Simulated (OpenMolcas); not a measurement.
## Ti2+: ligand-field states by method

Ti2+ with 6 ligands (chloride) in octahedral coordination (Oh) at 2.73 Å. A charge of +0.667 e stands 2.6 Å behind each ligand. Ligand basis ANO-RCC-VDZP.

```
Program             : OpenMolcas
Basis               : ANO-RCC-VTZP [6s5p3d2f1g]
Scalar Hamiltonian  : DKH2, point nucleus
Active space        : 2 electrons in 5 orbitals (3d)
State averaging     : 2S+1 = 3 even, 10 roots; 2S+1 = 1 even, 15 roots
Spin-orbit coupling : state interaction with AMFI integrals over the reference wave functions
```

I. CASSCF
II. SS-CASPT2, IPEA 0.25 Eh, imaginary shift 0.1 Eh (closed shells correlated: 3s 3p and the ligand valence shells)

Spin-free states (labels of O, the rotations of Oh) in cm-1, each column counted from its own energy of the first state listed:

| State | Degeneracy | I | II |
| --- | --- | --- | --- |
| 3T1 | 3 | 0 | 0 |
| 3T2 | 3 | 3876 | 4750 |
| 3A2 | 1 | 8504 | 9920 |
| 1T2 | 3 | 11565 | 8000 |
| 1E | 2 | 12180 | 9330 |
| 3T1 | 3 | 15961 | 13770 |
| 1T2 | 3 | 18448 | 15370 |
| 1T1 | 3 | 20191 | 17930 |
| 1A1 | 1 | 20218 | 16200 |
| 1E | 2 | 22550 | 20440 |
| 1A1 | 1 | 43786 | 34200 |

From I to II, I's first state of the same spin (3T2) moves from 3876 to 4750 cm-1, by about +870 cm-1.

From I to II, I's first state of another spin (1T2) moves from 11565 to 8000 cm-1, by about -3600 cm-1.

I: A least-squares ligand-field fit to the states below 45000 cm-1, each weighted by its degeneracy and with a free common offset, gives 10Dq = 4615 cm-1, B = 848 cm-1 and C = 3052 cm-1 (C/B = 3.60), with an rms deviation of 77 cm-1. The same method and metal basis give the free ion B = 891 cm-1 (fit to its terms below 60000 cm-1, rms deviation 68 cm-1), so the nephelauxetic ratio is β = 848 / 891 = 0.95; it hangs on how both fits weigh the states, and computed free-ion B values tend to be too large, so β mixes covalency with correlation.

χT at 300 K: I 1.14, II 1.13 cm3 K/mol.

Roots that are degenerate in the reference are averaged as groups; the widest CASPT2 spread within a group is 53 cm-1 (the 3-fold group of multiplicity 3 near 4750 cm-1 above the lowest state of its run, II). Shifts and gaps below about the spread of the groups concerned are not significant. Over all roots computed the reference weight is 0.66 to 0.68 in II; a low but even weight reflects the number of correlated electrons. An orbital triplet at a regular site is open to Jahn-Teller coupling, which can distort the site and quench the lowest spin-orbit gaps and is left out. Ligand-to-metal charge-transfer states are missing. With no ligand orbital active B as a rule stays too high, so bands that hang on it stand too high and its fall with covalency is understated. Without dynamic correlation the repulsion within the d shell is too large (B by tens of per cent), so at a given field states of lower spin stand too high (holds for I). With metal d orbitals alone and no dynamic correlation the field as a rule comes out too small, by tens of per cent, by up to half for chloride and softer ligands (holds for I). These CASPT2 states fit no ligand-field parameters well, so their order and spin gaps are uncertain (holds for II). With one d shell and no ligand orbital active, 10Dq can be off by tens of per cent for divalent 3d ions, low with halides held by bare charges and at times high in hosts (holds for II). Free-ion shares, where given, are those of the reference states; single-state CASPT2 does not remix them (holds for II). The distance lies 4 % over the 2.62 Å that this model takes as the normal distance (a Shannon-type radius plus a fixed donor radius); by an R⁻⁵ law this alone changes a d-shell field by about -19 %. No measured value stands beside these numbers; the geometry is a model, was not optimised and need not be the one that this ion takes.
